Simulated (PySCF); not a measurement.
C2H7AlO3, singlet, at a GFN2-xTB geometry (such geometries of metal compounds can be far from the true shape), atoms displaced at random by about 0.08 Å a coordinate; DF-R2SCAN/STO-3G, gradient (PySCF).

PySCF was given this input:
```python
from pyscf import gto, scf, dft

mol = gto.Mole()
mol.atom = '''
    Al   -0.23620960    0.20134431    0.40007819
    O    -0.55014911    0.21898143    2.02721379
    H    -0.95312888    0.82784194    2.43818353
    O     0.94599084   -0.97988999   -0.25884915
    C     1.94946417   -2.13393910    0.06827256
    H     1.91811256   -2.30239805    1.07481020
    H     1.61403987   -3.03691859   -0.55202348
    H     2.83450250   -1.74201450   -0.47326927
    O    -1.00078728    1.05376890   -0.66110149
    C    -1.20038161    1.34147686   -2.05550646
    H    -0.62742135    0.81307444   -2.58339642
    H    -2.35912739    1.31435623   -2.13298127
    H    -0.89577486    2.45864144   -2.17105169
'''
mol.basis = 'sto-3g'
mol.verbose = 4
mol.build()

mf = dft.RKS(mol)
mf.xc = 'r2scan'
mf = mf.density_fit(auxbasis='def2-universal-jkfit')
mf.kernel()
g = mf.nuc_grad_method()
g.auxbasis_response = False
grad = g.kernel()
```

Task: Predict the main parts of the log of this PySCF run.

Result: 
```
PySCF version 2.14.0

[INPUT] verbose = 4
[INPUT] num. atoms = 13
[INPUT] num. electrons = 56
[INPUT] charge = 0
[INPUT] spin (= nelec alpha-beta = 2S) = 0
[INPUT] symmetry False subgroup None
[INPUT] Mole.unit = angstrom
[INPUT] Symbol           X                Y                Z      unit          X                Y                Z       unit  Magmom
[INPUT]  1 Al    -0.236209600000   0.201344310000   0.400078190000 AA   -0.446371451993   0.380485602640   0.756038207512 Bohr   0.0
[INPUT]  2 O     -0.550149110000   0.218981430000   2.027213790000 AA   -1.039631145573   0.413814929066   3.830878859042 Bohr   0.0
[INPUT]  3 H     -0.953128880000   0.827841940000   2.438183530000 AA   -1.801152544613   1.564394541029   4.607499113125 Bohr   0.0
[INPUT]  4 O      0.945990840000  -0.979889990000  -0.258849150000 AA    1.787663603947  -1.851723713303  -0.489154001076 Bohr   0.0
[INPUT]  5 C      1.949464170000  -2.133939100000   0.068272560000 AA    3.683953370953  -4.032560465501   0.129016440223 Bohr   0.0
[INPUT]  6 H      1.918112560000  -2.302398050000   1.074810200000 AA    3.624707414488  -4.350901744233   2.031096913889 Bohr   0.0
[INPUT]  7 H      1.614039870000  -3.036918590000  -0.552023480000 AA    3.050093308429  -5.738944397700  -1.043173191529 Bohr   0.0
[INPUT]  8 H      2.834502500000  -1.742014500000  -0.473269270000 AA    5.356433424395  -3.291930310021  -0.894349303473 Bohr   0.0
[INPUT]  9 O     -1.000787280000   1.053768900000  -0.661101490000 AA   -1.891213868148   1.991334619584  -1.249300756642 Bohr   0.0
[INPUT] 10 C     -1.200381610000   1.341476860000  -2.055506460000 AA   -2.268392487864   2.535023867842  -3.884344256674 Bohr   0.0
[INPUT] 11 H     -0.627421350000   0.813074440000  -2.583396420000 AA   -1.185654516205   1.536488010484  -4.881911704982 Bohr   0.0
[INPUT] 12 H     -2.359127390000   1.314356230000  -2.132981270000 AA   -4.458104660060   2.483773304816  -4.030750429127 Bohr   0.0
[INPUT] 13 H     -0.895774860000   2.458641440000  -2.171051690000 AA   -1.692769154671   4.646158960106  -4.102693096374 Bohr   0.0

nuclear repulsion = 296.073811519756
number of shells = 27
number of NR pGTOs = 123
number of NR cGTOs = 41
basis = sto-3g
ecp = {}

******** <class 'pyscf.df.df_jk.DFRKS'> ********
method = DFRKS
initial guess = minao
damping factor = 0
level_shift factor = 0
DIIS = <class 'pyscf.scf.diis.CDIIS'>
diis_start_cycle = 1
diis_space = 8
diis_damp = 0
SCF conv_tol = 1e-09
SCF conv_tol_grad = None
SCF max_cycles = 50
direct_scf = False
XC library pyscf.dft.libxc version 7.1.2
    S. Lehtola, C. Steigemann, M. J. T. Oliveira, and M. A. L. Marques,  SoftwareX 7, 1–5 (2018)
XC functionals = r2scan
    J. W. Furness, A. D. Kaplan, J. Ning, J. P. Perdew, and J. Sun,  J. Phys. Chem. Lett. 11, 8208–8215 (2020)
    J. W. Furness, A. D. Kaplan, J. Ning, J. P. Perdew, and J. Sun,  J. Phys. Chem. Lett. 11, 9248–9248 (2020)
    J. W. Furness, A. D. Kaplan, J. Ning, J. P. Perdew, and J. Sun,  J. Phys. Chem. Lett. 11, 8208–8215 (2020)
    J. W. Furness, A. D. Kaplan, J. Ning, J. P. Perdew, and J. Sun,  J. Phys. Chem. Lett. 11, 9248–9248 (2020)
radial grids:
    Treutler-Ahlrichs [JCP 102, 346 (1995); DOI:10.1063/1.469408] (M4) radial grids

becke partition: Becke, JCP 88, 2547 (1988); DOI:10.1063/1.454033
pruning grids: <function nwchem_prune>
grids dens level: 3
symmetrized grids: False
atomic radii adjust function: <function treutler_atomic_radii_adjust>
small_rho_cutoff = 0
Set gradient conv threshold to 3.16228e-05
Initial guess from minao.
tot grids = 158320
init E= -541.699937267868
  HOMO = -0.378847122789285  LUMO = -0.0580865433979907  gap/eV = 8.72834
cycle= 1 E= -540.939892923004  delta_E= 0.76  |g|= 0.991  |ddm|= 4.45
  HOMO = 0.208659309158373  LUMO = 0.282950533785153  gap/eV = 2.02157
cycle= 2 E= -540.107943537738  delta_E= 0.832  |g|= 1.92  |ddm|= 4.09
  HOMO = 0.0145886766801521  LUMO = 0.172124137293486  gap/eV = 4.28676
cycle= 3 E= -541.229512655105  delta_E= -1.12  |g|= 0.464  |ddm|= 3.08
  HOMO = 0.00799861561845505  LUMO = 0.178334229373004  gap/eV = 4.63507
cycle= 4 E= -541.298396611299  delta_E= -0.0689  |g|= 0.145  |ddm|= 0.958
  HOMO = -0.0193264386838623  LUMO = 0.163698929494924  gap/eV = 4.98037
cycle= 5 E= -541.305700456922  delta_E= -0.0073  |g|= 0.0252  |ddm|= 0.231
  HOMO = -0.0194296162021369  LUMO = 0.164713193866949  gap/eV = 5.01078
cycle= 6 E= -541.305900281045  delta_E= -0.0002  |g|= 0.00827  |ddm|= 0.0458
  HOMO = -0.0194232775195388  LUMO = 0.165448220744369  gap/eV = 5.03061
cycle= 7 E= -541.305922598643  delta_E= -2.23e-05  |g|= 0.00236  |ddm|= 0.0155
  HOMO = -0.0195516310969898  LUMO = 0.165316851066058  gap/eV = 5.03053
cycle= 8 E= -541.305924439147  delta_E= -1.84e-06  |g|= 0.000722  |ddm|= 0.00448
  HOMO = -0.0197018311862419  LUMO = 0.165235882847193  gap/eV = 5.03241
cycle= 9 E= -541.305924630767  delta_E= -1.92e-07  |g|= 7.66e-05  |ddm|= 0.00127
  HOMO = -0.0196986931986994  LUMO = 0.165238942701841  gap/eV = 5.03241
cycle= 10 E= -541.305924632532  delta_E= -1.76e-09  |g|= 3.37e-05  |ddm|= 0.000152
  HOMO = -0.0196971386461959  LUMO = 0.165240032154426  gap/eV = 5.03240
cycle= 11 E= -541.305924632922  delta_E= -3.9e-10  |g|= 4.12e-06  |ddm|= 5.17e-05
  HOMO = -0.0196959501979654  LUMO = 0.165240145708077  gap/eV = 5.03237
Extra cycle  E= -541.305924632918  delta_E= 3.87e-12  |g|= 5.06e-06  |ddm|= 1.56e-05
converged SCF energy = -541.305924632918

******** <class 'pyscf.df.grad.rks.Gradients'> for <class 'pyscf.df.df_jk.DFRKS'> ********
unit = Eh/Bohr
grid_response = False
--------------- DFRKS gradients ---------------
         x                y                z
0 Al    -0.0886866106     0.0978880189    -0.0328357181
1 O    -0.1457554639     0.2225460308     0.1326954782
2 H     0.1420228848    -0.2156983006    -0.1324861374
3 O     0.0127433406    -0.0064236094     0.0076626316
4 C     0.0801743517    -0.0691263841     0.1160323951
5 H    -0.0209913758     0.0211568243    -0.0791586673
6 H    -0.0044020078    -0.0138540366    -0.0219524318
7 H    -0.0152680033     0.0099989271    -0.0238699191
8 O     0.0398908393    -0.0441742330     0.0336645559
9 C     0.1310043140    -0.1558421536    -0.1666621716
10 H    -0.1041986441     0.1188207103     0.1311567141
11 H    -0.0367673330     0.0075774794     0.0263192409
12 H     0.0100924707     0.0295487492     0.0096188430
----------------------------------------------
```
